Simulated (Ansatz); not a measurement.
The same path of C2H6OSn (10 atoms, charge 0, multiplicity 1) was run twice with different band settings. The coordinate that changes most is the dihedral C1–Sn2–C3–H10.

The calculation used Ansatz 0.2.0, RKS LDA/def2-mTZVP.

Relaxed end points:

```xyz
10
Properties=species:S:1:pos:R:3
C 0.434 1.477 0.304
Sn -0.753 -0.080 -0.518
C 0.326 -1.866 0.198
O 1.311 -1.714 0.878
H -0.149 2.107 0.989
H 1.245 0.986 0.865
H 0.870 2.106 -0.483
H -2.371 -0.092 0.067
H -0.808 -0.069 -2.237
H -0.021 -2.907 -0.059
```

```xyz
10
Properties=species:S:1:pos:R:3
C 0.354 1.556 0.409
Sn -0.679 -0.107 -0.445
C 0.411 -1.969 0.017
O 0.961 -2.625 -0.829
H -0.187 2.487 0.187
H 0.425 1.445 1.500
H 1.368 1.629 -0.008
H -2.262 -0.193 0.229
H -0.766 0.026 -2.153
H 0.457 -2.299 1.097
```

Common settings: movable images 7; climbing image yes; spring 5.0 eV/Å²; start path through a guess of the saddle point; force threshold 0.03 eV/Å; iteration limit 60; end points relaxed.

| run | optimiser | largest step |
| --- | --- | --- |
| 1 | quadratic models (default) | default |
| 2 | lbfgs | 0.5 Å |

What does each run give, and how far can it be trusted?

Run 1: converged after 35 iterations, highest image 0.061 eV above the first end. Beside the main top the profile has a ripple of under 15 meV (maxima at images 3, 6), which may be a very shallow well or noise. A vibrational analysis at the climbing image gives one clearly imaginary mode, 41i cm⁻¹, and a faint second one (33i cm⁻¹) that may be numerical noise or a soft torsion: probably a first-order saddle point.
Run 2: converged after 56 iterations, highest image 0.057 eV above the first end. The top lies less than 8 meV above the higher end, about what the thresholds resolve: that end is a shoulder or a very shallow well. The order of the stationary point at the top wasn't checked.
